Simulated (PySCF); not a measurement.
**Ru: ionisation energy**

Ru [Kr] 4d7 5s1 (5F) → Ru+ [Kr] 4d7 (4F), as a difference of total energies. Calculation: PySCF 2.14, in cc-pwCVTZ-PP with ECP28MDF (7s7p6d3f2g, 97 functions); a scalar-relativistic core potential. Correlated levels: valence: 4s2 4p6 frozen; valence and next inner shell: nothing frozen outside the core potential. The calculations carry no spin-orbit coupling.

| method | ionisation energy (eV) |
| --- | --- |
| UHF | 6.289 |
| LDA | 8.111 |
| PBE | 7.825 |
| PBE0 | 7.515 |
| r2SCAN | 7.767 |
| wB97M-V | 7.077 |
| BLYP | 7.731 |
| wB97X | 6.916 |
| HSE06 | 7.557 |
| MP2 (valence) | 7.094 |
| SCS-MP2 (valence and next inner shell) | 7.051 |

Question: Estimate what MP2 (valence and next inner shell) gives.

Answer: 7.340 eV, closest to PBE0 among the rows shown.

Question: Estimate what SCS-MP2 (valence) gives.

Answer: 6.836 eV, closest to wB97X among the rows shown.

Errors of the correlated levels include the incompleteness of this basis and the frozen core.

For comparison: 7.365 eV (measured; NIST levels, between the centres of gravity of the two terms).
